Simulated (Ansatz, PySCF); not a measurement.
Si(H)(Cl)2(vinyl) (C2H4Cl2Si), SMILES C=C[SiH](Cl)Cl. Atoms are numbered in the order given.

```xyz
9

Si    -0.0373     0.3925     0.0000
Cl     1.0728    -0.1091     1.6775
Cl     1.0728    -0.1091    -1.6775
C     -1.6357    -0.5412     0.0000
C     -2.8177     0.0901     0.0000
H     -0.2693     1.8548     0.0000
H     -1.6091    -1.6380     0.0000
H     -2.8902     1.1839     0.0000
H     -3.7688    -0.4536     0.0000
```
Charge 0, spin multiplicity 1.

Geometry optimised at B3LYP-D3(BJ)/def2-SVP. One conformer was computed; it need not be the lowest.

Two levels are set side by side: PBE-D3(BJ)/def2-SVP (Ansatz, a quantum-chemistry and plane-wave program) and B3LYP-D3(BJ)/def2-SVP (Ansatz). Each level has its own optimised geometry; the coordinates shown are those of the second. Frequencies come from the Hessian of PySCF at each geometry. Differences are taken from unrounded values.

```tsv
quantity	B3LYP-D3(BJ)	PBE-D3(BJ)	PBE-D3(BJ) minus B3LYP-D3(BJ)
mean bond length (Å)	1.513	1.521	0.008
bond Si1–Cl2 (Å)	2.073	2.078	0.005
bond Si1–Cl3 (Å)	2.073	2.078	0.005
bond Si1–C4 (Å)	1.851	1.858	0.007
bond C4–C5 (Å)	1.340	1.348	0.008
bond Si1–H6 (Å)	1.481	1.496	0.015
bond C4–H7 (Å)	1.097	1.105	0.008
bond C5–H8 (Å)	1.096	1.104	0.008
bond C5–H9 (Å)	1.096	1.104	0.008
highest harmonic wavenumber (cm⁻¹)	3209	3145	-63
mean harmonic wavenumber (cm⁻¹)	1146	1113	-33
zero-point energy (kcal/mol)	34.40	33.42	-0.98
```

GGA bonds tend to be longer and softer than those of functionals with exact exchange. Differences between two approximate levels are no errors against the true value.
